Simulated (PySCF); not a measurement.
SCF from a fresh guess for singlet Cu₂S, at the PBE0 minimum. PySCF input:

```python
from pyscf import gto, scf, dft
mol = gto.M(atom='''
S      0.000000     0.000000    -1.313730
Cu     1.305050    -0.000000     0.333310
Cu    -1.305050     0.000000     0.333310''',
    basis={'S': 'def2-TZVP', 'Cu': 'def2-TZVP'},
    charge=0, spin=0)
mf = dft.RKS(mol, xc='PBE')
mf.grids.atom_grid = (50, 194)
aux = {'S': 'def2-universal-JKFIT', 'Cu': 'def2-universal-JKFIT'}
mf = mf.density_fit(auxbasis=aux)
mf.conv_tol = 1e-08
mf.diis_space = 10
mf.max_cycle = 60
mf.init_guess = 'minao'
mf.verbose = 4
mf.kernel()
```

Excerpt of the output (cycles and frontier levels):

```
init E= -3678.06376933437
  HOMO = -0.00521023920475988  LUMO = -0.0038251867991534  gap/eV = 0.03769
cycle= 1 E= -3666.52156117644  delta_E= 11.5  |g|= 10.6  |ddm|= 5.21
  HOMO = -0.867476293218282  LUMO = -0.822939063986485  gap/eV = 1.21192
cycle= 2 E= -3647.94665021182  delta_E= 18.6  |g|= 16.4  |ddm|= 13.5
  HOMO = -0.565025445772445  LUMO = -0.344796966315336  gap/eV = 5.99272
cycle= 3 E= -3676.83015431768  delta_E= -28.9  |g|= 4.02  |ddm|= 12.1
  HOMO = -0.0797931263688073  LUMO = -0.0631962292257725  gap/eV = 0.45162
cycle= 4 E= -3673.41641500786  delta_E= 3.41  |g|= 3.15  |ddm|= 4.83
  HOMO = -0.221364159451284  LUMO = -0.115176481712481  gap/eV = 2.88951
cycle= 5 E= -3678.24352850843  delta_E= -4.83  |g|= 1.08  |ddm|=  4.7
  HOMO = -0.170335407757767  LUMO = -0.108010155225475  gap/eV = 1.69596
cycle= 6 E= -3678.63858050036  delta_E= -0.395  |g|= 0.283  |ddm|= 1.33
  HOMO = -0.173581877117941  LUMO = -0.116757318308363  gap/eV = 1.54628
cycle= 7 E= -3678.61945402294  delta_E= 0.0191  |g|= 0.346  |ddm|= 0.513
  HOMO = -0.17364129487343  LUMO = -0.122750791170567  gap/eV = 1.38480
cycle= 8 E= -3678.65100880302  delta_E= -0.0316  |g|= 0.071  |ddm|= 0.285
  HOMO = -0.1716276123068  LUMO = -0.122724283295863  gap/eV = 1.33073
cycle= 9 E= -3678.65209416591  delta_E= -0.00109  |g|= 0.019  |ddm|= 0.0705
  HOMO = -0.173128069064227  LUMO = -0.123637980925125  gap/eV = 1.34669
cycle= 10 E= -3678.65216055387  delta_E= -6.64e-05  |g|= 0.00527  |ddm|= 0.0196
  HOMO = -0.173095554443922  LUMO = -0.123621997941221  gap/eV = 1.34624
cycle= 11 E= -3678.65216371468  delta_E= -3.16e-06  |g|= 0.00114  |ddm|= 0.00272
  HOMO = -0.173045968476284  LUMO = -0.123640466750711  gap/eV = 1.34439
cycle= 12 E= -3678.6521642138  delta_E= -4.99e-07  |g|= 0.000111  |ddm|= 0.00146
  HOMO = -0.173039694510411  LUMO = -0.123641359171593  gap/eV = 1.34420
cycle= 13 E= -3678.65216421545  delta_E= -1.65e-09  |g|= 4.08e-05  |ddm|= 9.8e-05
  HOMO = -0.173028421131921  LUMO = -0.123637173596258  gap/eV = 1.34400
Extra cycle  E= -3678.65216421138  delta_E= 4.07e-09  |g|= 0.000137  |ddm|= 0.000179
converged SCF energy = -3678.65216421138
```

No lower solution of this spin was found by a stability analysis within the restricted form, which does not test spin polarisation.

The search for the lowest solution, with the stability check, took 20 s on 4 threads of a shared Intel Xeon @ 2.50GHz (Skylake/Cascade Lake) host, with 127 basis functions; the process peaked at 0.31 GiB. Launch command: `OMP_NUM_THREADS=4 python axn.py task.json out`.
